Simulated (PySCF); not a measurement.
C3H3ClF2, SMILES C=C(Cl)C(F)F. Atoms are numbered in the order given.

```xyz
9

C     -1.5784    -0.5798    -0.6996
C     -0.5265     0.0708    -0.2126
Cl    -0.6447     1.6102     0.5627
C      0.8895    -0.4387    -0.2807
F      0.9285    -1.6131    -0.9395
F      1.3734    -0.6374     0.9615
H     -1.4292    -1.5469    -1.1823
H     -2.5855    -0.1669    -0.6276
H      1.5506     0.2808    -0.7966
```

Coordinates come from a PBE0-D3(BJ)/def2-SVP optimisation. One conformer was computed; it need not be the lowest.

Computed with TDA-PBE/def2-SVPD (PySCF 2.14.0).

Vertical excitations. 

```json
[
 {"state": "S1", "energy (eV)": "6.02", "λ (nm)": "206", "f": "0.002", "main pairs": "HOMO−1→LUMO 99 %"},
 {"state": "S2", "energy (eV)": "6.34", "λ (nm)": "195", "f": "0.191", "main pairs": "HOMO→LUMO 72 %, HOMO−3→LUMO 14 %"},
 {"state": "S3", "energy (eV)": "6.44", "λ (nm)": "192", "f": "0.001", "main pairs": "HOMO→LUMO+1 98 %"},
 {"state": "S4", "energy (eV)": "6.82", "λ (nm)": "182", "f": "0.007", "main pairs": "HOMO−2→LUMO 97 %"},
 {"state": "S5", "energy (eV)": "7.05", "λ (nm)": "176", "f": "0.011", "main pairs": "HOMO→LUMO+2 93 %"},
 {"state": "S6", "energy (eV)": "7.58", "λ (nm)": "164", "f": "0.007", "main pairs": "HOMO−1→LUMO+1 96 %"},
 {"state": "S7", "energy (eV)": "7.69", "λ (nm)": "161", "f": "0.021", "main pairs": "HOMO→LUMO+3 92 %"},
 {"state": "S8", "energy (eV)": "7.87", "λ (nm)": "158", "f": "0.029", "main pairs": "HOMO−4→LUMO 40 %, HOMO−3→LUMO 31 %, HOMO→LUMO+4 14 %"},
 {"state": "S9", "energy (eV)": "7.91", "λ (nm)": "157", "f": "0.011", "main pairs": "HOMO→LUMO+4 84 %"},
 {"state": "S10", "energy (eV)": "8.03", "λ (nm)": "154", "f": "0.018", "main pairs": "HOMO−1→LUMO+2 89 %"},
 {"state": "T1", "energy (eV)": "4.08", "λ (nm)": "304", "f": "0", "main pairs": "HOMO→LUMO 97 %"},
 {"state": "T2", "energy (eV)": "5.84", "λ (nm)": "212", "f": "0", "main pairs": "HOMO−1→LUMO 99 %"},
 {"state": "T3", "energy (eV)": "5.96", "λ (nm)": "208", "f": "0", "main pairs": "HOMO→LUMO+1 99 %"},
 {"state": "T4", "energy (eV)": "6.57", "λ (nm)": "189", "f": "0", "main pairs": "HOMO−2→LUMO 99 %"}
]
```
Triplets are in the Tamm–Dancoff approximation.
